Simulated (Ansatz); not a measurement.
Mulliken charges of CH₆BNSi (`B1CN[SiH2]1`) from r2SCAN/def2-TZVPP in Ansatz (PBE0-D4/def2-TZVP geometry).

```csv
atom,x (Å),y (Å),z (Å),charge (e)
B1,0.826,0.027,-0.968,0.010
C2,0.856,-0.558,0.498,-0.001
N3,-0.489,-0.152,0.918,-0.371
Si4,-1.044,0.641,-0.512,0.324
H5,1.676,-0.007,-1.802,0.025
H6,1.025,-1.649,0.503,0.055
H7,1.672,-0.124,1.100,0.055
H8,-0.843,-0.361,1.835,0.117
H9,-1.362,2.097,-0.382,-0.107
H10,-2.234,0.035,-1.187,-0.107
```

Problem. By hand: the dipole of these point charges (1 e Å = 4.8032 D).

Solution. Σ q r = (0.327, -0.103, -0.091) e Å, of length 0.355 e Å = 1.71 D.

Problem. How does the dipole of the full density compare? (Best estimate.)

Solution. The calculation gave: (0.115, -0.123, 0.190) e Å, 1.22 D; the point charges give 1.40 times that, at 69° from its direction.

Point charges leave out the atoms' own dipoles, such as those of lone pairs, and Mulliken's split depends on the basis, so the two needn't agree.
